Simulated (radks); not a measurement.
Question: The mean radii <r> (bohr) of the occupied orbitals of an atom or ion are listed with their occupations. Calculated with a radial shooting solver on a logarithmic mesh with Libxc functionals: Dirac Kohn-Sham, LDA (Slater exchange, Perdew-Wang correlation), spin-unpolarised, spherical densities, finite nucleus; Fermi nuclear charge, rms radius of each element as measured or else 0.836 A^(1/3) + 0.57 fm.

orbital  occ.      <r>
1s1/2       2  0.01633
2s1/2       2  0.06812
2p1/2       2  0.05591
2p3/2       4  0.06470
3s1/2       2   0.1772
3p1/2       2   0.1675
3p3/2       4   0.1836
3d3/2       4   0.1595
3d5/2       6   0.1644
4s1/2       2   0.3918
4p1/2       2   0.3932
4p3/2       4   0.4278
4d3/2       4   0.4335
4d5/2       6   0.4447
5s1/2       2   0.8747
4f5/2       6   0.4642
4f7/2       8   0.4707
5p1/2       2   0.9355
5p3/2       4    1.026
5d3/2       4    1.277
5d5/2       5    1.317

Name the element and its charge. Open shells, if any, fill j = l - 1/2 first.

Answer: Z = 81, thallium, charge +4: Tl4+ in [Xe] 4f14 5d9. The 1s radius gives Z: for a bare nucleus <r> = (2 gamma + 1)/(2Z) with gamma = sqrt(1 - (Z/c)^2), 0.01613 bohr for Z = 81, and screening makes it slightly larger (0.01633 here). The occupations add up to 77, and the charge is Z minus that.
